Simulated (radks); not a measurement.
Q: These are the eigenvalues of the occupied orbitals of an atom or ion with whole-number occupations (hartree). Calculated with a radial shooting solver on a logarithmic mesh with Libxc functionals: Dirac Kohn-Sham, BLYP, spin-unpolarised, spherical densities, finite nucleus; Fermi nuclear charge, rms radius of each element as measured or else 0.836 A^(1/3) + 0.57 fm.

orbital  eigenvalue
1s1/2     -131.9159
2s1/2     -15.31218
2p1/2     -12.71035
2p3/2     -12.60313
3s1/2      -3.28152
3p1/2      -2.62839
3p3/2      -2.61501

Which element is it, and in what charge state? The configuration may be excited. Open shells, if any, fill j = l - 1/2 first.

A: Z = 19, potassium, charge +4: K4+ in [Ne] 3s2 3p3. The list shows which subshells hold electrons but not how many an open one holds; the 1s level, -131.92 hartree, gives Z - s = 16.2 by -(Z - s)^2/2, which with screening and relativity narrows Z to a few neighbours, and the depths of the outer levels then fix element, charge and occupations together.
